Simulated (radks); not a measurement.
V3+, configuration [Ar] 3d2. All-electron calculation, non-relativistic Kohn-Sham, PBE, spin-polarised, spherical densities, point nucleus; open shells are filled with parallel spins first. Program: a radial shooting solver on a logarithmic mesh with Libxc functionals.

Local quantities along the radius. ELF = 1/(1 + alpha^2) is the electron localisation function; alpha = (tau - tau_W)/tau_unif compares the Pauli kinetic energy density with that of the uniform gas (summed over spins).

| r (bohr) | ELF | alpha |
|---|---|---|
| 0.005097 | 1.000 | 0.01615 |
| 0.006479 | 1.000 | 0.01760 |
| 0.008237 | 1.000 | 0.01964 |
| 0.01047 | 0.999 | 0.02258 |
| 0.01331 | 0.999 | 0.02698 |
| 0.01692 | 0.999 | 0.03385 |
| 0.02169 | 0.998 | 0.04569 |
| 0.02757 | 0.996 | 0.06613 |
| 0.03505 | 0.989 | 0.1054 |
| 0.04455 | 0.966 | 0.1879 |
| 0.05664 | 0.877 | 0.3741 |
| 0.072 | 0.619 | 0.7847 |
| 0.09153 | 0.331 | 1.422 |
| 0.1173 | 0.283 | 1.592 |
| 0.1491 | 0.484 | 1.033 |
| 0.1895 | 0.738 | 0.5963 |
| 0.241 | 0.838 | 0.4404 |
| 0.3063 | 0.791 | 0.5143 |
| 0.3894 | 0.417 | 1.182 |
| 0.499 | 0.133 | 2.555 |
| 0.6344 | 0.394 | 1.240 |
| 0.8064 | 0.781 | 0.5298 |
| 1.025 | 0.829 | 0.4540 |
| 1.303 | 0.721 | 0.6214 |
| 1.657 | 0.412 | 1.194 |
| 2.123 | 0.098 | 3.035 |
| 2.699 | 0.014 | 8.322 |
| 3.431 | 0.002 | 25.21 |
| 4.362 | 0.000 | 105.5 |

On this mesh the ELF has minima near r = 0.10, 0.50 bohr, which separate the shells, and maxima near 0.24 (0.84), 1.0 (0.83).
